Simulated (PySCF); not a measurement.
C₅H₁₅Si₂, doublet, at a GFN2-xTB geometry; B3LYP/STO-3G (PySCF).

The PySCF input:
```python
from pyscf import gto, scf, dft

mol = gto.M(
    atom='''
C     2.174466   -1.128781    1.194359
Si    1.297621    0.346148    0.339385
C     2.324098    0.701249   -1.240331
Si   -0.964328    0.026730   -0.039359
C    -1.490357   -1.422906   -1.190331
C    -1.827972   -0.264014    1.640943
C    -1.685004    1.623798   -0.803448
H     1.654943   -1.420996    2.101927
H     2.201089   -1.995419    0.536392
H     3.199931   -0.892932    1.464084
H     2.347623   -0.172341   -1.889169
H     1.897191    1.521687   -1.809205
H     3.352615    0.962400   -1.008180
H    -1.141848   -2.374961   -0.798667
H    -2.569746   -1.491628   -1.304573
H    -1.063547   -1.303784   -2.182746
H    -1.624963    0.547716    2.332082
H    -1.485931   -1.183039    2.106508
H    -2.905732   -0.336911    1.528759
H    -1.253156    1.823984   -1.779008
H    -2.761243    1.554708   -0.931344
H    -1.484698    2.485147   -0.174374
''',
    basis='sto-3g',
    charge=0,
    spin=1,
    verbose=4,
)

mf = dft.UKS(mol)
mf.xc = 'b3lyp'
mf.kernel()
```

Problem. Write the output that PySCF gives for this input, abridged.

Solution. 
```
PySCF version 2.14.0

[INPUT] verbose = 4
[INPUT] num. atoms = 22
[INPUT] num. electrons = 73
[INPUT] charge = 0
[INPUT] spin (= nelec alpha-beta = 2S) = 1
[INPUT] symmetry False subgroup None
[INPUT] Mole.unit = angstrom
[INPUT] Symbol           X                Y                Z      unit          X                Y                Z       unit  Magmom
[INPUT]  1 C      2.174466000000  -1.128781000000   1.194359000000 AA    4.109145207178  -2.133086944613   2.257011404409 Bohr   0.0
[INPUT]  2 Si     1.297621000000   0.346148000000   0.339385000000 AA    2.452148303484   0.654124918566   0.641344700786 Bohr   0.0
[INPUT]  3 C      2.324098000000   0.701249000000  -1.240331000000 AA    4.391908706649   1.325168555125  -2.343885893808 Bohr   0.0
[INPUT]  4 Si    -0.964328000000   0.026730000000  -0.039359000000 AA   -1.822315814250   0.050512379310  -0.074377730537 Bohr   0.0
[INPUT]  5 C     -1.490357000000  -1.422906000000  -1.190331000000 AA   -2.816366557828  -2.688902641000  -2.249399587580 Bohr   0.0
[INPUT]  6 C     -1.827972000000  -0.264014000000   1.640943000000 AA   -3.454366443373  -0.498914153051   3.100932856022 Bohr   0.0
[INPUT]  7 C     -1.685004000000   1.623798000000  -0.803448000000 AA   -3.184196078797   3.068533501616  -1.518296675330 Bohr   0.0
[INPUT]  8 H      1.654943000000  -1.420996000000   2.101927000000 AA    3.127389021766  -2.685293264102   3.972066363829 Bohr   0.0
[INPUT]  9 H      2.201089000000  -1.995419000000   0.536392000000 AA    4.159455385793  -3.770795413753   1.013633975408 Bohr   0.0
[INPUT] 10 H      3.199931000000  -0.892932000000   1.464084000000 AA    6.046993207506  -1.687396927860   2.766717783358 Bohr   0.0
[INPUT] 11 H      2.347623000000  -0.172341000000  -1.889169000000 AA    4.436364513730  -0.325677290034  -3.570012013018 Bohr   0.0
[INPUT] 12 H      1.897191000000   1.521687000000  -1.809205000000 AA    3.585171395990   2.875571677311  -3.418901953194 Bohr   0.0
[INPUT] 13 H      3.352615000000   0.962400000000  -1.008180000000 AA    6.335524151109   1.818672422281  -1.905184084264 Bohr   0.0
[INPUT] 14 H     -1.141848000000  -2.374961000000  -0.798667000000 AA   -2.157779995882  -4.488025846523  -1.509261894728 Bohr   0.0
[INPUT] 15 H     -2.569746000000  -1.491628000000  -1.304573000000 AA   -4.856116149697  -2.818768399733  -2.465285679502 Bohr   0.0
[INPUT] 16 H     -1.063547000000  -1.303784000000  -2.182746000000 AA   -2.009812550603  -2.463794685590  -4.124792139490 Bohr   0.0
[INPUT] 17 H     -1.624963000000   0.547716000000   2.332082000000 AA   -3.070735032552   1.035033234042   4.406996280028 Bohr   0.0
[INPUT] 18 H     -1.485931000000  -1.183039000000   2.106508000000 AA   -2.808002630001  -2.235619704679   3.980723199205 Bohr   0.0
[INPUT] 19 H     -2.905732000000  -0.336911000000   1.528759000000 AA   -5.491037671385  -0.636669518353   2.888935820464 Bohr   0.0
[INPUT] 20 H     -1.253156000000   1.823984000000  -1.779008000000 AA   -2.368121631355   3.446830215589  -3.361837893410 Bohr   0.0
[INPUT] 21 H     -2.761243000000   1.554708000000  -0.931344000000 AA   -5.217993033372   2.937972323670  -1.759985087757 Bohr   0.0
[INPUT] 22 H     -1.484698000000   2.485147000000  -0.174374000000 AA   -2.805672597689   4.696247209284  -0.329519103245 Bohr   0.0

nuclear repulsion = 450.813136742879
number of shells = 40
number of NR pGTOs = 174
number of NR cGTOs = 58
basis = sto-3g
ecp = {}

******** <class 'pyscf.dft.uks.UKS'> ********
method = UKS
initial guess = minao
damping factor = 0
level_shift factor = 0
DIIS = <class 'pyscf.scf.diis.CDIIS'>
diis_start_cycle = 1
diis_space = 8
diis_damp = 0
SCF conv_tol = 1e-09
SCF conv_tol_grad = None
SCF max_cycles = 50
direct_scf = True
direct_scf_tol = 1e-13
number electrons alpha = 37  beta = 36
XC library pyscf.dft.libxc version 7.1.2
    S. Lehtola, C. Steigemann, M. J. T. Oliveira, and M. A. L. Marques,  SoftwareX 7, 1–5 (2018)
XC functionals = b3lyp
    P. J. Stephens, F. J. Devlin, C. F. Chabalowski, and M. J. Frisch,  J. Phys. Chem. 98, 11623 (1994)
radial grids:
    Treutler-Ahlrichs [JCP 102, 346 (1995); DOI:10.1063/1.469408] (M4) radial grids

becke partition: Becke, JCP 88, 2547 (1988); DOI:10.1063/1.454033
pruning grids: <function nwchem_prune>
grids dens level: 3
symmetrized grids: False
atomic radii adjust function: <function treutler_atomic_radii_adjust>
small_rho_cutoff = 0
Set gradient conv threshold to 3.16228e-05
tot grids = 256072
init E= -769.218625205031

cycle= 1 E= -769.464809481352  delta_E= -0.246  |g|= 0.321  |ddm|= 3.79
cycle= 2 E= -769.474308335737  delta_E= -0.0095  |g|= 0.301  |ddm|= 0.865
cycle= 3 E= -769.531840094179  delta_E= -0.0575  |g|= 0.0134  |ddm|= 0.42
cycle= 4 E= -769.532010571256  delta_E= -0.00017  |g|= 0.0046  |ddm|= 0.0369
cycle= 5 E= -769.532029642826  delta_E= -1.91e-05  |g|= 0.00161  |ddm|= 0.0106
cycle= 6 E= -769.532031729452  delta_E= -2.09e-06  |g|= 0.000433  |ddm|= 0.00328
cycle= 7 E= -769.53203200756  delta_E= -2.78e-07  |g|= 8.4e-05  |ddm|= 0.00153
cycle= 8 E= -769.53203201757  delta_E= -1e-08  |g|= 4.49e-05  |ddm|= 0.000318
cycle= 9 E= -769.532032019247  delta_E= -1.68e-09  |g|= 1.03e-05  |ddm|= 9.05e-05
cycle= 10 E= -769.532032019384  delta_E= -1.37e-10  |g|= 4.06e-06  |ddm|= 2.83e-05
Extra cycle  E= -769.532032019392  delta_E= -8.41e-12  |g|= 3.04e-06  |ddm|= 1.2e-05
converged SCF energy = -769.532032019392  <S^2> = 0.75073167  2S+1 = 2.0007315
```
